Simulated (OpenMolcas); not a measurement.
# 4f ions of charge +2 along the row

| Property | Result |
| --- | --- |
| Program | OpenMolcas 26.06 |
| Method | CASSCF |
| Basis | ANO-RCC-VQZP |
| Scalar Hamiltonian | DKH2, point nucleus |
| Spin-orbit coupling | state interaction with AMFI integrals over the reference wave functions, term energies averaged over their components |

Active space: the 4f shell.

ζ = ±2S·A comes from the whole width of the ground multiplet by E(J) = (A/2) J(J+1), where its levels are at least 85 % pure. Energies in cm-1.

| Ion | Configuration | Lowest level | Weight (%) | g | g, pure LS | Next level | E | E measured | ζ | ζ measured |
| --- | --- | --- | --- | --- | --- | --- | --- | --- | --- | --- |
| Ce2+ | 4f2 | 3H4 | 98 | 0.804 | 0.800 | 3H5 | 1654 | 1528 | 623 | 569 |
| Pr2+ | 4f3 | 4I* 9/2 | 98 | 0.730 | 0.727 | 4I* 11/2 | 1471 | 1398 | 739 | 685 |
| Nd2+ | 4f4 | 5I4 | 98 | 0.602 | 0.599 | 5I5 | 1196 | 1138 | 850 | 784 |
| Pm2+ | 4f5 | 6H* 5/2 | 98 | 0.291 | 0.284 | 6H* 7/2 | 837 |  | 1000 |  |
| Sm2+ | 4f6 | 7F0 | 96 |  |  | 7F1 | 287 | 293 | 1224 | 1151 |
| Tb2+ | 4f9 | 6H* 15/2 | 96 | 1.328 | 1.334 | 6H* 13/2 | 2906 | 2805 | 1626 | 1507 |
| Dy2+ | 4f10 | 5I8 | 95 | 1.244 | 1.251 | 5I7 | 4256 |  | 1784 |  |
| Ho2+ | 4f11 | 4I* 15/2 | 98 | 1.198 | 1.200 | 4I* 13/2 | 5539 | 5439 |  |  |
| Er2+ | 4f12 | 3H6 | 99 | 1.166 | 1.167 | 3F4 [51 %] | 6271 |  |  |  |

Measured columns use the levels in Martin, Zalubas and Hagan, Atomic Energy Levels: The Rare-Earth Elements, NSRDS-NBS 60 (1978) (Ce2+, Sm2+, Tb2+); Martin, Zalubas and Hagan, Atomic Energy Levels: The Rare-Earth Elements, NSRDS-NBS 60 (1978); the list in Maison, Palmeri and Quinet, J. Phys. B 58, 015001 (2025) (Pr2+); Ding et al., The Spectrum and Energy Levels of the Low-lying Configurations of Nd III (preprint, 2023) (Nd2+); Martin, Zalubas and Hagan, Atomic Energy Levels: The Rare-Earth Elements, NSRDS-NBS 60 (1978); whole-number values converted from NIST levels in rydberg listed in Nahar, Atoms 12, 24 (2024) (Ho2+).

The computed ζ goes from 623 (Ce2+) to 1784 cm-1 (Dy2+), a factor of 2.86, rising at every step. It departs from the measured column by +6 to +10 %.

Without dynamic correlation excited terms often stand tens of per cent too high (terms of higher spin than the ground term too low), and those without a measured partner can miss by more than the paired ones. High states are left out of the spin-orbit mixing, which shifts the levels that they would mix with (holds for Pr2+; Nd2+; Pm2+; Sm2+; Tb2+; Dy2+; Ho2+). Some levels mix across a computed gap that differs much from the measured one, so their mixing is not that of the real levels (holds for Pr2+; Nd2+; Ho2+). Terms from blocks run as CI alone lack orbitals of their own (holds for Sm2+). Some high roots are left out of the spin-orbit mixing, which shifts the levels that they would mix with (holds for Er2+). Measured partners are found by configuration, term and J. A level has none where our copy of the source lacks it or the pairing is in doubt (some pairs that miss far off the trend of their configuration count as doubtful), and it then counts in no deviation. Only configurations of the active space appear.

A share in square brackets marks a mixed level and gives the weight of the term that names it, the lowest over the columns. * marks odd parity.
